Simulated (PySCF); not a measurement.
## Calculated properties of `B1C=CB(C2CC2)C=C1`

C₇H₁₀B₂.
SMILES with atom numbers: `[BH:1]1[CH:2]=[CH:3][B:4]([CH:5]2[CH2:6][CH2:7]2)[CH:8]=[CH:9]1` (hydrogens: H10 on B1; H11 on C2; H12 on C3; H13 on C5; H14, H15 on C6; H16, H17 on C7; H18 on C8; H19 on C9)

Among its groups: C=C double bond and three-coordinate boron.

**PBE0-D3(BJ)/def2-SVP geometry optimisation, gas phase (PySCF)**

```yaml
Rotational_constants_A_B_C: 3.617, 1.066, 0.879 GHz
```

**PBE0/def2-SVPD ground state, ΔSCF and vertical TDDFT (core frozen in the response) (PySCF)**

```yaml
Dipole_moment: 1.74 D
HOMO_energy: -7.51 eV
LUMO_energy: -3.16 eV
HOMO–LUMO_gap: 4.35 eV
Lowest_singlet_excitation: 3.17 eV (391 nm, f = 0.000)
Strongest_line_among_the_10_lowest_singlet_transitions: S5 at 4.52 eV (274 nm, f = 0.296)
Lowest_triplet_excitation_Tamm–Dancoff: 2.20 eV
Static_isotropic_polarisability: 109.2 au
Vertical_ionisation_energy: 9.30 eV
Vertical_electron_affinity: 1.55 eV
Electronic_spatial_extent_⟨r²⟩_about_the_centre_of_nuclear_charge: 1345 bohr²
```

From PBE0/pcSseg-1 ground state and GIAO shieldings, non-relativistic (PySCF):

```yaml
Lowest_Hirshfeld_atomic_charge: -0.11 e on C5
Highest_Hirshfeld_atomic_charge: +0.16 e on B4
13C_chemical_shifts_computed_TMS_as_zero_by_class: 163.3 (C3/C8), 161.0 (C2/C9), 16.6 (C5), 11.6 (C6/C7) ppm
1H_chemical_shifts_computed_TMS_as_zero_by_class: 7.47 (H11/H19), 7.12 (H12/H18), 6.21 (H10), 1.17 (H15/H16), 1.12 (H14/H17), 0.84 (H13) ppm
Isotropic_shieldings_of_nuclei_other_than_C_and_H_by_class: 40 (B4), 40 (B1) ppm
Mayer_bond_orders_between_heavy_atoms: B1–C2 1.00, C2–C3 1.83, C3–B4 0.93, B4–C5 0.97, C5–C6 0.91, C6–C7 1.00, B4–C8 0.93, C8–C9 1.85, C9–B1 0.99, C7–C5 0.91
```

Monoisotopic mass (most abundant isotopes): 116.0969 u.

The polarisability is 16.18 Å³ as a volume (1 au = 0.148185 Å³), or 1.76 au for each of the 62 electrons. In atomic units the dipole is 0.68 e·bohr (1 au = 2.5417 D). −ε(LUMO) is 3.16 eV against a ΔSCF electron affinity of 1.55 eV. In wavenumbers S1 is 25600 cm⁻¹ (1 eV = 8065.54 cm⁻¹). The rotational constants make it an asymmetric top with κ = (2B − A − C)/(A − C) = -0.86, nearer the prolate limit (−1). With B = h/(8π²I), that is 505.379 GHz u Å² over I, the principal moments of inertia are 139.7, 473.9 and 574.7 u Å² (most abundant isotopes). From the two ΔSCF values, the fundamental gap I − A is 7.75 eV and the Mulliken electronegativity (I + A)/2 is 5.43 eV.

One conformer (not necessarily the lowest) at the PBE0-D3(BJ)/def2-SVP geometry, without solvent or vibrations. NMR classes are plain means over equivalent atoms (diastereotopic ones count apart unless rotation or inversion swaps them), as if these changed places fast; in this geometry the members of some classes differ.

For the geometry optimisation (PBE0-D3(BJ)/def2-SVP), on an Intel Xeon Platinum 8375C at 2.90 GHz with one thread, no GPU (shared host), this took 2.3 min wall and 0.74 GiB of memory at its peak.

Shape of the structure used: `[BH:1]1[CH:2]=[CH:3][B:4]([CH:5]2[CH2:6][CH2:7]2)[CH:8]=[CH:9]1`: C3–B4–C5–C6 -144°.
